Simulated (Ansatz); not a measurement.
Consider the substitution at a C–O bond: `C[O][GeH2][SeH]` + `OBS` → `COBS` + `[OH][GeH2][SeH]`.

Gas-phase electronic energies from Ansatz, PBE0-D4/def2-TZVP geometries. CBS: MP2 limit from def2 TZ/QZ plus the TZ coupled-cluster correction, frozen cores. Functionals use def2-TZVPP. For Ge, Se outer-core shells are correlated without core-valence functions, which leaves a few kJ/mol of doubt a bond. Scalar relativity is left out up to krypton. Each species was taken in one conformer, which may not be the lowest.

| level | ΔE (kJ/mol) |
| --- | --- |
| ωB97X-V | -3.4 |
| CCSD(T)/def2-TZVPP | -2.6 |
| HF/CBS(def2) | -7.7 |
| CCSD/CBS(def2) | -3.7 |

(1) What does CCSD(T)/CBS give? (Best estimate.)

Largest T1 diagnostic among the species: 0.013.

Results:

(1) Ansatz gave: -3.0 kJ/mol. The listed levels differ from it by -0.4, 0.4, -4.7, -0.7 kJ/mol.

The D4 term adds +3.2 kJ/mol with B3LYP and +1.8 kJ/mol with PBE0; it sums over pairs of atoms, weighted by their polarisabilities, and B3LYP, whose exchange is more repulsive, gets the larger term. In def2-TZVPP, CCSD(T) changes the Hartree–Fock value by +4.4 kJ/mol (the triples alone add +0.7 kJ/mol) and MP2 by +4.8 kJ/mol.

B3LYP here is the variant with VWN-RPA as its local correlation; programs differ in this.
